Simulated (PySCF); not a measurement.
# Vibration and rotation of ZnF

UHF-CCSD(T) constants of ZnF, ²Σ⁺ (doublet), unpaired electrons σ ↑ (Zn pcseg-1, F pcseg-1; no relativity (PySCF 2.14); masses 63.9291 and 18.9984 u):

- ωe: 641.1 cm⁻¹
- ωexe: 2.93 cm⁻¹
- Be: 0.35575 cm⁻¹
- αe: 0.00235 cm⁻¹
- D (centrifugal): 4.38e-07 cm⁻¹
- De to Zn + F: 2.70 eV

Question: Give the vibrational terms G(v) and spacings up to v = 6.

Answer: G(v) = ωe(v+½) − ωexe(v+½)².

```json
{"v": "0", "G(v) (cm⁻¹)": "320", "G(v) − G(v−1)": "", "Bv (cm⁻¹)": "0.3546"}
{"v": "1", "G(v) (cm⁻¹)": "955", "G(v) − G(v−1)": "635", "Bv (cm⁻¹)": "0.3522"}
{"v": "2", "G(v) (cm⁻¹)": "1584", "G(v) − G(v−1)": "629", "Bv (cm⁻¹)": "0.3499"}
{"v": "3", "G(v) (cm⁻¹)": "2208", "G(v) − G(v−1)": "624", "Bv (cm⁻¹)": "0.3475"}
{"v": "4", "G(v) (cm⁻¹)": "2826", "G(v) − G(v−1)": "618", "Bv (cm⁻¹)": "0.3452"}
{"v": "5", "G(v) (cm⁻¹)": "3437", "G(v) − G(v−1)": "612", "Bv (cm⁻¹)": "0.3428"}
{"v": "6", "G(v) (cm⁻¹)": "4043", "G(v) − G(v−1)": "606", "Bv (cm⁻¹)": "0.3405"}
```

Question: How well does the Morse estimate ωe²/(4ωexe) reproduce De, and what is D0?

Answer: It gives 4.35 eV, 161 % of the computed De. D0 = De − G(0) = 2.70 − 0.04 = 2.66 eV.

Correlated steps freeze 6 core orbitals. Correlated levels converge slowly with the basis: in double zeta they bind strong bonds too weakly, by up to about 1 eV, and carry superposition errors of some tenths. The state was picked by a PBE0 search and need not be the measured ground state.
